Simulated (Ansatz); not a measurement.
Geometry optimisation, RKS CAM-B3LYP/6-31G* (Ansatz).

The input (input.yaml):

```yaml
crystal:
  periodic: [false, false, false]
  atoms:
    - { symbol: C, position_ang: [0.3736, 0.2121, 1.8696] }
    - { symbol: C, position_ang: [0.4049, 0.2913, 0.5205] }
    - { symbol: O, position_ang: [1.1099, 1.3359, -0.0601] }
    - { symbol: Si, position_ang: [-0.3395, -0.9647, -0.5886] }
    - { symbol: S, position_ang: [-0.4313, -0.0929, -2.5613] }
    - { symbol: H, position_ang: [-0.2227, -0.4935, 2.3961] }
    - { symbol: H, position_ang: [0.8471, 1.0201, 2.4595] }
    - { symbol: H, position_ang: [1.1588, 1.2669, -1.0268] }
    - { symbol: H, position_ang: [-1.8089, -1.2136, -0.1216] }
    - { symbol: H, position_ang: [0.3813, -2.2263, -0.6074] }
    - { symbol: H, position_ang: [-1.408, 0.8075, -2.2594] }
basis:
  gaussian: { orbitals: "6-31G*" }
hamiltonian:
  xc: cam_b3lyp
relax:
  f_tol: 0.02
  max_steps: 50
output:
  orbitals: {}
```

Run as:

```bash
$ ansatz run input.yaml --threads 2 --pin off --max-ram 3072MiB --backend cpu --events-out ev --progress --plain --runs-dir out
```

**Question.** Where does it end, and by what steps?

**Answer.** The run converged. After 11 steps the energy has fallen by 0.245 eV; O3 moved furthest, 0.42 Å.

| step | energy less start (eV) | largest force component (eV/Å) | accepted |
| --- | --- | --- | --- |
| 0 | 0.0000 | 2.309 | yes |
| 1 | -0.1374 | 0.867 | yes |
| 2 | -0.1926 | 0.349 | yes |
| 3 | -0.1996 | 0.634 | yes |
| 4 | -0.2220 | 0.296 | yes |
| 5 | -0.2348 | 0.253 | yes |
| 6 | -0.2402 | 0.145 | yes |
| 7 | -0.2423 | 0.116 | yes |
| 8 | -0.2448 | 0.083 | yes |
| 9 | -0.2451 | 0.033 | yes |
| 10 | -0.2449 | 0.068 | no |
| 11 | -0.2453 | 0.007 | yes |

```xyz
11
Properties=species:S:1:pos:R:3
C 0.204 0.372 1.821
C 0.483 0.289 0.519
O 1.448 1.094 -0.026
Si -0.338 -0.979 -0.586
S -0.693 -0.054 -2.503
H -0.539 -0.274 2.273
H 0.721 1.079 2.464
H 1.349 1.107 -0.992
H -1.577 -1.474 0.054
H 0.564 -2.101 -0.933
H -1.556 0.885 -2.071
```

Run time: 32 s on 2 threads of Intel(R) Xeon(R) Platinum 8488C (Sapphire Rapids) (shared host), peak memory 0.27 GiB.
